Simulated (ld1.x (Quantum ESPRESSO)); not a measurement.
Nb: one change to a TM potential, before and after

niobium, norm-conserving Troullier–Martins (Kleinman–Bylander form), made with ld1.x (Quantum ESPRESSO) 7.5 (PBEsol, scalar-relativistic). Core [Kr], reference 4d4 5s0.75 5p0 (charge +0.25). Waves: 5s (bound): rc 2.70 bohr; 5p (bound, empty): rc 1.45 bohr; 4d (bound): rc 2.50 bohr. Local part: the d channel. Core correction: a·sin(br)/r model core inside 1.20 bohr.

Change: local potential the s channel.

Cutoffs: the cutoffs (Ry, on a coarse ladder) from which the occupation-weighted sum of valence levels, in a spherical-Bessel basis at the reference potential, stays within 10 and 1 mRy of its value at 400 Ry; they do not see the model core or the augmentation charge, which bear on the density cutoff. Errors are all-electron minus pseudo energies relative to the spin-unpolarised reference configuration.

Q: Predict the effect on cutoff, ghosts and configuration errors.

A: The potential gets neither clearly harder nor softer (30 Ry and 35 Ry → 30 Ry and 35 Ry); the bound ghosts move from p, s to p; of the 6 tests that both files solve, the error grows in 4 and shrinks in 0 by more than 15 % and 0.3 meV (median size 65.4 → 102.2 meV); the range in which the p phases agree narrows (upper end 4.3 → 0.3). In the separable form a ghost depends on how the local part lies against the semilocal potential of the channel, so the choice of the local part can create or remove one.

```csv
quantity,base,changed
"cutoff, loose",30 Ry,30 Ry
"cutoff, tight",35 Ry,35 Ry
bound ghosts,"p, s",p
"tests counted (converged, no solver errors)",6 of 7,6 of 7
"error for 4d4 5s1 5p0, meV [ΔE -1.16 eV]",-0.4,-0.4
"error for 4d4 5s0 5p0, meV [ΔE 5.49 eV]",-9.5,-9.8
"error for 4d3 5s0 5p0, meV [ΔE 19.52 eV]",-75,-125
"error for 4d3 5s1 5p0, meV [ΔE 5.88 eV]",-56,-79
"error for 4d1 5s0 5p0, meV [ΔE 81.08 eV]",-1477,-1711
"error for 4d2 5s0 5p0, meV [ΔE 44.21 eV]",-481,-655
s: phases at 2.94 bohr within 0.05 rad from the reference energy up to (Ry; the scan ends near 5),1.9,1.7
p: phases at 2.94 bohr within 0.05 rad from the reference energy up to (Ry; the scan ends near 5),4.3,0.3
d: phases at 2.94 bohr within 0.05 rad from the reference energy up to (Ry; the scan ends near 5),1.4,0.8
```

Base: The cutoffs count occupied waves only; the empty 5p level needs 70 Ry at the loose tolerance. Tests not counted: 4d3 5s1 5p1 (solver errors, printed error -2.2 eV). These tests converged, but a pseudo level misses the all-electron one widely, so the file describes the atom poorly there or has found another state: 4d2 5s0 5p0: empty 5s by 3.5 eV. The 5p radius (1.45 bohr) lies inside the outermost node of the all-electron wave (1.62 bohr), which a nodeless pseudo-wave cannot match soundly. Changed file: The cutoffs count occupied waves only; the empty 5p level needs 70 Ry at the loose tolerance. Tests not counted: 4d3 5s1 5p1 (solver errors, printed error -2.2 eV). The 5p radius (1.45 bohr) lies inside the outermost node of the all-electron wave (1.62 bohr), which a nodeless pseudo-wave cannot match soundly. A true bound ghost makes a file unfit for plane-wave use even where its test errors are small: the radial tests pick states by their node count and pass the ghost by. Where a test does run into it, the solver fails or the error is huge.
